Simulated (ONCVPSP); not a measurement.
## An all-electron radial function and its pseudo partner (Li)

Columns: radius, all-electron u(r) and pseudo u(r) of the 1s shell (level -52.06 eV) of lithium in the configuration 1s2 2s1; BLYP, non-relativistic, ONCV scheme, ONCVPSP 4.0.1.

| r (bohr) | all-electron | pseudo |
| --- | --- | --- |
| 0.053 | 0.4213 | 0.2499 |
| 0.105 | 0.7146 | 0.4836 |
| 0.158 | 0.9195 | 0.6994 |
| 0.210 | 1.0505 | 0.8812 |
| 0.262 | 1.1288 | 1.0274 |
| 0.315 | 1.1682 | 1.1366 |
| 0.368 | 1.1771 | 1.2046 |
| 0.420 | 1.1643 | 1.2336 |
| 0.473 | 1.1354 | 1.2291 |
| 0.525 | 1.0960 | 1.1976 |
| 0.578 | 1.0483 | 1.1455 |
| 0.630 | 0.9968 | 1.0808 |
| 0.683 | 0.9415 | 1.0073 |
| 0.735 | 0.8862 | 0.9325 |
| 0.788 | 0.8298 | 0.8579 |
| 0.840 | 0.7755 | 0.7896 |
| 0.893 | 0.7216 | 0.7269 |
| 0.945 | 0.6708 | 0.6720 |
| 0.998 | 0.6213 | 0.6214 |
| 1.050 | 0.5753 | 0.5753 |
| 1.102 | 0.5318 | 0.5318 |
| 1.155 | 0.4902 | 0.4902 |
| 1.208 | 0.4512 | 0.4512 |
| 1.260 | 0.4154 | 0.4154 |
| 1.313 | 0.3815 | 0.3815 |
| 1.365 | 0.3506 | 0.3506 |

Q: How many radial nodes do the two functions have?

A: The all-electron 1s function has n − l − 1 = 0; the pseudo-wave has 0.

Q: At about which radius was the pseudo-wave matched?

A: 1.05 bohr, where the columns begin to agree (steps of 0.05 bohr).

Q: Is the pseudo-wave norm-conserving?

A: Yes: the ONCV scheme keeps the norm inside the radius equal to the all-electron one, which fixes the energy derivative of the logarithmic derivative at the level.
